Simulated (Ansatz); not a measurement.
System: sum formula Si$_{3}$N$_{2}$H$_{11}$, charge 1, multiplicity 1. It need not be the lowest isomer of its formula. 
Geometry from a B3LYP-D3(BJ)/def2-TZVP (Ansatz, a first-principles code) optimisation:
```
Si
N 1 1.6816
H 2 1.0134 1 116.53
H 1 1.4679 2 114.14 3 -151.30
H 1 1.4680 4 115.82 2 -136.37
Si 2 1.7702 3 115.86 1 -175.31
H 6 1.4731 2 110.66 3 66.27
H 6 1.4748 7 111.19 2 121.02
H 6 1.4796 7 111.41 8 124.16
N 1 1.9022 4 99.70 5 -106.88
H 10 1.0223 1 108.59 4 167.42
H 10 1.0227 11 104.95 1 -115.47
Si 10 1.8680 11 109.98 12 -117.43
H 13 1.4679 10 103.54 11 160.40
H 13 1.4687 14 114.55 10 114.12
H 13 1.4694 14 114.02 15 134.01
```
Charge +1, spin multiplicity 1.

Total electronic energies in hartree. Valence correlation only, unless marked. No spin-orbit coupling. No relativistic terms. CBS(X,Y): correlation extrapolated as X^-3; Hartree-Fock from the larger set.

```csv
level,program,energy (Eh)
HF/6-31G,Ansatz,-981.72062
HF/6-31G*,Ansatz,-981.91427
HF/cc-pV(D+d)Z,Ansatz,-981.99422
PBE/def2-TZVPD,Ansatz,___
revPBE-D4/def2-TZVPD,Ansatz + dftd4,___
r2SCAN/def2-TZVPD,Ansatz,-984.36881
HSE06-D3(BJ)/def2-TZVPD,Ansatz + dftd3,-983.99565
B2PLYP/def2-TZVPD,Ansatz,-984.05495
PBE-QIDH/def2-TZVPD,Ansatz,-983.74066
MP2/cc-pV(D+d)Z,Ansatz,-982.63788
SCS-MP2/6-31G,Ansatz,-982.11699
SCS-MP2/cc-pV(T+d)Z,Ansatz,-982.90081
CCSD(T)/cc-pV(T+d)Z,Ansatz,-982.97899
CCSD(T)/cc-pwCVTZ,Ansatz,-982.99117
"CCSD(T)/CBS(cc-pV(T+d)Z,cc-pV(Q+d)Z)",Ansatz,-983.0857
```

### Question
Fill in the missing entries.

### Answer

- PBE/def2-TZVPD, energy (Eh): -983.90402
- revPBE-D4/def2-TZVPD, energy (Eh): -984.32322
